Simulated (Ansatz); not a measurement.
`CC(C)[NH][Ge]([Cl])([Cl])[Cl]` + `OB(O)F` → `CC(C)OB(O)F` + `[NH2][Ge]([Cl])([Cl])[Cl]`  (substitution at a C–N bond)

Isolated molecules relaxed with PBE0-D4/def2-TZVP in Ansatz; ΔE leaves out vibrations. CBS: MP2 limit from def2 TZ/QZ plus the TZ coupled-cluster correction, frozen cores. DFT in def2-TZVPP. B3LYP here is the variant with VWN-RPA as its local correlation; programs differ in this. For Ge outer-core shells are correlated without core-valence functions, which leaves a few kJ/mol of doubt a bond. Scalar relativity is left out up to krypton. Each species was taken in one conformer, which may not be the lowest.

| level | ΔE (kcal/mol) |
| --- | --- |
| B3LYP-D4 | 2.0 |
| ωB97X-V | 1.6 |
| PBE | 1.2 |
| r2SCAN | 1.0 |
| MP2/def2-TZVPP | 4.2 |
| CCSD/def2-TZVPP | 2.4 |
| SCS-MP2/def2-QZVPP | 3.1 |
| CCSD/CBS(def2) | 2.6 |

(1) What does CCSD(T)/CBS give? (An estimate is asked.)

Largest T1 diagnostic among the species: 0.012.

Results:

(1) The calculation gave: +3.1 kcal/mol. The listed levels differ from it by -1.1, -1.5, -1.9, -2.1, 1.1, -0.7, 0.0, -0.5 kcal/mol.

In def2-TZVPP, CCSD(T) changes the Hartree–Fock value by +3.6 kcal/mol (the triples alone add +0.5 kcal/mol) and MP2 by +5.0 kcal/mol. The D4 term adds +2.0 kcal/mol with B3LYP and +1.2 kcal/mol with PBE0; it sums over pairs of atoms, weighted by their polarisabilities, and B3LYP, whose exchange is more repulsive, gets the larger term.
